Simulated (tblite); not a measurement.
Parent: `[N:1]#[C:2][C:3]1=[N:4][SiH2:5][CH2:6]1`, C3H4N2Si.

Structures optimised with GFN2-xTB, isolated species. One conformer each, not checked by frequencies here.

```
coordinate of the parent    value
                   N1≡C2  1.147 Å
                   C2–C3  1.413 Å
                   C3=N4  1.286 Å
                  N4–Si5  1.789 Å
                  Si5–C6  1.934 Å
                   C3–C6  1.501 Å
                N1–C2–C3   176.5°
                C2–C3–N4   125.6°
                C2–C3–C6   124.8°
                N4–C3–C6   109.7°
               C3–N4–Si5    93.4°
               N4–Si5–C6    75.5°
               C3–C6–Si5    81.4°
```

Task: How does the shared frame change in `[N:1]#[C:2][C:3]1=[N:4][Si@H:5]([C:6]([F:7])([F:8])[F:9])[CH2:10]1`, C4H3F3N2Si? Atoms pair as N1 = N1, C2 = C2, C3 = C3, N4 = N4, Si5 = Si5, C6 = C10 (parent first).

Result: 
| parent | relative | value in the relative | change |
| --- | --- | --- | --- |
| N1≡C2 | N1≡C2 | 1.146 Å | -0.001 |
| C2–C3 | C2–C3 | 1.412 Å | -0.001 |
| C3=N4 | C3=N4 | 1.291 Å | +0.005 |
| N4–Si5 | N4–Si5 | 1.779 Å | -0.010 |
| Si5–C6 | Si5–C10 | 1.931 Å | -0.003 |
| C3–C6 | C3–C10 | 1.504 Å | +0.003 |
| N1–C2–C3 | N1–C2–C3 | 176.9° | +0.4 |
| C2–C3–N4 | C2–C3–N4 | 125.3° | -0.3 |
| C2–C3–C6 | C2–C3–C10 | 125.1° | +0.3 |
| N4–C3–C6 | N4–C3–C10 | 109.6° | -0.1 |
| C3–N4–Si5 | C3–N4–Si5 | 93.3° | -0.1 |
| N4–Si5–C6 | N4–Si5–C10 | 76.0° | +0.5 |
| C3–C6–Si5 | C3–C10–Si5 | 81.1° | -0.3 |

Of the parent's bonds, N4–Si5 changes most (-0.010 Å). Bonds of the relative outside the shared frame: Si5–C6 1.943, C6–F7 1.341, C6–F8 1.345, C6–F9 1.348 Å. Point group Cs → C1.

All values are computed, not measured.
